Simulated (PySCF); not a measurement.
Ge(Cl)3(SiH3) (Cl₃GeH₃Si), SMILES [SiH3][Ge]([Cl])([Cl])[Cl].

Geometry optimised at B3LYP-D3(BJ)/def2-SVP.

Level of theory: PySCF with TDA-B3LYP/def2-SVPD.

Vertical excitations; the highest root listed may be one member of a degenerate set.  State labels are in the subgroup Cs.

Task: List the lowest excited states. (An estimate is asked for; the answer gives what the named calculation found.)

Result: 
| state | symmetry | energy (eV) | λ (nm) | f | main pairs |
|---|---|---|---|---|---|
| S1 | A' | 5.69 | 218 | 0.181 | HOMO→LUMO 95 % |
| S2 | A" | 5.71 | 217 | 0.000 | HOMO−1→LUMO 99 % |
| S3 | A' | 6.00 | 207 | 0.010 | HOMO−3→LUMO (degenerate set) |
| S4 | A" | 6.00 | 207 | 0.010 | HOMO−2→LUMO (degenerate set) |
| S5 | A' | 6.37 | 195 | 0.006 | HOMO−4→LUMO (degenerate set) |
| S6 | A" | 6.37 | 195 | 0.006 | HOMO−5→LUMO (degenerate set) |
| S7 | A" | 6.73 | 184 | 0.038 | HOMO→LUMO+1, HOMO−1→LUMO+2 (degenerate set) |
| S8 | A' | 6.73 | 184 | 0.038 | HOMO→LUMO+2, HOMO−1→LUMO+1 (degenerate set) |
| S9 | A' | 6.97 | 178 | 0.035 | HOMO−1→LUMO+1 (degenerate set) |
| S10 | A" | 6.97 | 178 | 0.035 | HOMO−1→LUMO+2 (degenerate set) |
| T1 | A' | 4.95 | 250 | 0 | HOMO→LUMO 98 % |
| T2 | A" | 5.37 | 231 | 0 | HOMO−1→LUMO 95 % |
| T3 | A' | 5.55 | 223 | 0 | HOMO−3→LUMO (degenerate set) |
| T4 | A" | 5.55 | 223 | 0 | HOMO−2→LUMO (degenerate set) |
Triplets are in the Tamm–Dancoff approximation.
